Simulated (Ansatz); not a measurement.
The same path of Cl2FHSi + ClH (7 atoms, charge 0, multiplicity 1) was run twice with different band settings. Lost on the way: Si1–F2, H6–Cl7. Made: Si1–Cl7, F2–H6.

Computed with RKS B3LYP-D4/def2-SVP in Ansatz.

Relaxed end points:

```xyz
7
Properties=species:S:1:pos:R:3
Si -0.981 -0.153 0.310
F 0.316 -1.128 0.407
Cl -1.304 0.264 -1.663
Cl -0.569 1.546 1.365
H -2.127 -0.871 0.892
H 2.060 -0.339 -0.368
Cl 2.606 0.682 -0.942
```

```xyz
7
Properties=species:S:1:pos:R:3
Si -0.684 0.328 -0.330
F 1.375 -1.295 1.335
Cl -2.034 1.067 -1.692
Cl -0.631 1.563 1.302
H -1.050 -1.049 0.031
H 1.835 -0.952 0.602
Cl 1.188 0.339 -1.247
```

Common settings: spring 5.0 eV/Å²; optimiser quadratic models (default); start path through a guess of the saddle point; force threshold 0.03 eV/Å; iteration limit 60; end points relaxed.

| run | movable images | climbing image |
| --- | --- | --- |
| 1 | 7 | yes |
| 2 | 2 | no |

Question: What does each run give, and how far can it be trusted?

Answer: Run 1: converged after 10 iterations, highest image 1.648 eV above the first end. A vibrational analysis at the climbing image gives one clearly imaginary mode, 616i cm⁻¹: a first-order saddle point.
Run 2: converged after 11 iterations, highest image 1.026 eV above the first end. No image climbed, so the highest image needn't sit at the top of the path. A band with more images between the same ends climbed to 1.65 eV, so this one has probably stepped over the top. So few images can step over the top or miss a turn of the path.
The orbitals stay closed-shell, which can raise the energy where a bond breaks towards radicals; this wasn't checked here.
